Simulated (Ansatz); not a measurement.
Two isomers of C2H2AlF: A = `F[C]1=[CH][AlH]1`, B = `C#[C][AlH][F]`.

Gas-phase electronic energies from Ansatz, PBE0-D4/def2-TZVP geometries. CBS: MP2 limit from def2 TZ/QZ plus the TZ coupled-cluster correction, frozen cores. DFT in def2-TZVPP.

Q: Which is lower in electronic energy at CCSD(T)/CBS, and by how much? (Best estimate.)

A: The calculation gave: B, by 298.2 kJ/mol.

Q: Give E(B) − E(A) in kJ/mol with MP2/def2-TZVPP, B2PLYP, BLYP-D4, HF/def2-TZVPP, ωB97M-V, CCSD(T)/def2-TZVPP, CCSD(T)/def2-SVP. (An estimate is asked.)

A: The calculation gave: MP2/def2-TZVPP -307.7, B2PLYP -295.7, BLYP-D4 -279.8, HF/def2-TZVPP -316.4, ωB97M-V -275.8, CCSD(T)/def2-TZVPP -295.5, CCSD(T)/def2-SVP -281.3. None reverses the order clearly.

Q: Does the order hold for the free energy at 298.15 K (harmonic terms from PBE0-D4)? (An estimate is asked.)

A: Computed: Yes: G(B) − G(A) = -304.6 kJ/mol.

Largest T1 diagnostic: 0.015.

In def2-TZVPP, CCSD(T) changes the Hartree–Fock value by +21.0 kJ/mol (the triples alone add +5.0 kJ/mol) and MP2 by +8.8 kJ/mol. At CCSD(T), def2-SVP lies +16.9 kJ/mol from the extrapolated value and def2-TZVPP +2.8 kJ/mol.
